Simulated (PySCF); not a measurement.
## Structure from NMR data

The spectra below were simulated for a compound C₆H₆FNO.

¹H NMR (400 MHz, computed): δ 4.61 (m, 1H), 4.56 (m, 1H), 4.46 (m, 1H), 3.09 (m, 1H), 1.93 (m, 1H), 1.75 (m, 1H).

¹³C{¹H} NMR (computed): δ 172.6 (C), 125.3 (C), 74.7 (CH), 67.2 (CH2), 28.6 (CH2), 22.7 (CH).

- σ from GIAO-PBE0/pcSseg-1
- structure optimised with GFN2-xTB
- run in PySCF 2.14.0 with density-fitted response routines
- one conformer, relativity neglected, isolated molecule

Shifts are taken against calculated references (same method and geometry level): ¹H and ¹³C against TMS.

**Question.** Choose the structure that fits.
A. Fc1conc1C1CC1
B. N#CC1=C[C@H](F)COC1
C. Fc1oncc1C1CC1
D. N#C[C@@H]1C=C(F)OCC1
E. CC(=O)/C(=C\C#N)CF

**Answer.** D. 

1. Rings plus π bonds: 4 (1 ring in the answer).
2. 6 carbon signals for 6 carbons: no two carbons are equivalent.
3. Carbon types of the structure: 2 × C, 2 × CH, 2 × CH2, which accounts for all hydrogens.
4. δC 172.6: alkene carbon bearing oxygen; an sp2 carbon further deshielded by the attached heteroatom.
5. δC 125.3: nitrile carbon; typical of a nitrile.
6. δC 74.7: β carbon of an enol-ether or enamine type C=C; the O or N lone pair pushes π density onto this β carbon and shields it.
7. δC 67.2: sp3 CH2 bonded to O; pulled downfield by the heteroatom.
8. δH 4.46: hydrogen on a β carbon of an enol-ether or enamine type C=C; lone-pair donation from O or N shields it, upfield of ordinary alkene protons.

The others: N#CC1=C[C@H](F)COC1 has carbons computed at 152.4, 121.9, 120.2, 85.0, 69.8, 69.4; Fc1oncc1C1CC1 would give 5 carbon signals, not 6; CC(=O)/C(=C\C#N)CF would give 3 signals for carbon-bound and other non-exchanging H, not 6; Fc1conc1C1CC1 would give 5 carbon signals, not 6.

Splittings by ¹⁹F in the carbon and heteronuclear signals aren't shown, as no couplings were computed. Shifts are as computed. Against solution values, carbons near 30 ppm lie about +3 ppm off and those near 130 ppm about +5 ppm. Of 1211 compounds with measured shifts, 218 miss one by over three times the rms of a fit or turn the order of signals round; such compounds aren't used in these exercises. No couplings were computed; multiplicities are counted from neighbouring protons, with m where these are inequivalent, close in shift, in a saturated or five-membered ring or joined by F or P, and br s for small geminal =CH2 splittings.
